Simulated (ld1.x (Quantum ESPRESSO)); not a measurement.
**u(r) = r·R(r): atom against pseudo-atom (H)**

Columns: radius, all-electron u(r) and pseudo u(r) of the 1s shell (level -6.36 eV) of hydrogen in the configuration 1s1; LDA (PZ), scalar-relativistic, ultrasoft scheme, ld1.x (Quantum ESPRESSO) 7.5.

```csv
r (bohr),all-electron,pseudo
0.042,0.0746,0.0613
0.085,0.1446,0.1232
0.128,0.2085,0.1835
0.170,0.2655,0.2402
0.212,0.3175,0.2940
0.255,0.3658,0.3457
0.298,0.4096,0.3935
0.340,0.4481,0.4361
0.382,0.4829,0.4746
0.425,0.5149,0.5098
0.467,0.5427,0.5402
0.510,0.5681,0.5673
0.552,0.5900,0.5902
0.595,0.6097,0.6103
0.638,0.6268,0.6275
0.680,0.6413,0.6418
0.722,0.6537,0.6540
0.765,0.6644,0.6644
0.807,0.6730,0.6730
0.850,0.6801,0.6801
0.892,0.6855,0.6855
0.935,0.6896,0.6896
0.977,0.6923,0.6923
1.020,0.6939,0.6939
1.062,0.6942,0.6942
1.105,0.6936,0.6936
```

Q: How many radial nodes do the two functions have?

A: The all-electron 1s function has n − l − 1 = 0; the pseudo-wave has 0.

Q: At about which radius was the pseudo-wave matched?

A: 0.85 bohr. The columns agree to 0.0005 from 0.72 bohr on; several derivatives are matched, so the curves merge somewhat inside the radius.

Q: Where does each function peak?

A: Outermost all-electron maximum near 1.06 bohr, pseudo maximum near 1.06 bohr (to the table’s step).

Q: Is the pseudo-wave norm-conserving?

A: No, it belongs to an ultrasoft set: the norm inside the radius is not constrained, and the difference is carried by the augmentation charge.
